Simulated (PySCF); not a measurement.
# Reading the logs of faulty runs: AlB2H4O anion

These are calculations, not measurements. The program is PySCF 2.14.0, an open-source quantum chemistry code, run on an isolated molecule that a program drew, which may never have been made. The molecule is AlB2H4O anion (charge -1, singlet), drawn as the SMILES string `B[BH][AlH][O-]`.

Each row is a Hartree-Fock (HF) and frozen-core CCSD(T) single point in the aug-cc-pV(D+d)Z basis, meant for a local HF minimum. Run 1 is clean. Each other run has one planted mistake out of seven kinds, and not every kind appears here: one electron removed, one electron added, multiplicity raised by two, geometry at a saddle point, minimal basis STO-3G, one bond length entered in bohr, all coordinates scaled. The reference is restricted for singlets and unrestricted otherwise, and also for a bond in bohr. Adding or removing an electron swaps singlet and doublet. Electrons count all cores. HOMO and LUMO are orbital energies over both spins, the gradient is its largest component, and the lowest frequency (negative if imaginary) is given only where the gradient is small. Bond lengths are over the 7 bonds as drawn. T1 is the CCSD diagnostic: over 0.02 (restricted) or 0.045 (unrestricted) a single reference is doubtful.

Geometry of the clean run:
```xyz
8
AlB2H4O anion, angstrom
B    -1.0158    1.5933   -0.5197
B     0.3629    1.6999    0.3534
Al    1.3170   -0.2401    0.8838
O     2.3923   -1.0028   -0.0569
H    -2.0934    1.4462    0.0140
H    -1.0152    1.5193   -1.7258
H     0.9215    2.6899    0.7602
H     0.7871   -0.6816    2.3659
```

| run | electrons | basis functions | <S^2> | HOMO (eV) | LUMO (eV) | gradient (hartree/bohr) | lowest frequency (cm^-1) | mean bond (Å) | longest bond (Å) | T1 | HF (hartree) | CCSD(T) (hartree) | mistake |
|---|---|---|---|---|---|---|---|---|---|---|---|---|---|
| 1 | 36 | 137 | 0.000 | -4.19 | 3.15 | 3.1e-05 | 81 | 1.5347 | 2.226 | 0.0279 | -368.46093 | -368.98380 | no fault |
| 2 | 36 | 137 | 0.000 | -4.23 | 3.12 | 5.5e-02 | - | 1.6713 | 2.424 | 0.0311 | -368.41933 | -368.95466 | all coordinates scaled |
| 3 | 36 | 137 | 0.000 | -4.10 | 3.00 | 3.7e-05 | -563 | 1.5578 | 2.219 | 0.0269 | -368.42687 | -368.94368 | geometry at a saddle point |
| 4 | 36 | 137 | 2.053 | -2.65 | 3.22 | 2.7e-02 | - | 1.5347 | 2.226 | 0.0380 | -368.39591 | -368.90964 | ? |
| 5 | 36 | 28 | 0.000 | 2.15 | 12.15 | 4.0e-02 | - | 1.5347 | 2.226 | 0.0473 | -363.63654 | -363.86295 | ? |

**Which mistake was planted in run 4, and what did it cost?**

Electrons, basis and geometry are unchanged, and <S^2> is 2.053, beside S(S+1) = 2.00 for a multiplicity of 3. So the mistake is: multiplicity raised by two. Subtracting run 1 and multiplying by 627.51 kcal/mol a hartree, the energy moved by 40.8 kcal/mol in HF and 46.5 kcal/mol in CCSD(T).

**Which mistake was planted in run 5, and what did it cost?**

It has 28 basis functions where the clean run has 137, with the same electrons and geometry. So the mistake is: minimal basis STO-3G. Subtracting run 1 and multiplying by 627.51 kcal/mol a hartree, the energy moved by 3027.4 kcal/mol in HF and 3213.4 kcal/mol in CCSD(T).

Cautions from the logs. Run 1: T1 is over the limit, so its CCSD(T) energy is less reliable; run 2: T1 is over the limit, so its CCSD(T) energy is less reliable; run 3: T1 is over the limit, so its CCSD(T) energy is less reliable; run 5: T1 is over the limit, so its CCSD(T) energy is less reliable and the HOMO is above zero, so the electron isn't bound and the energy depends on the basis.
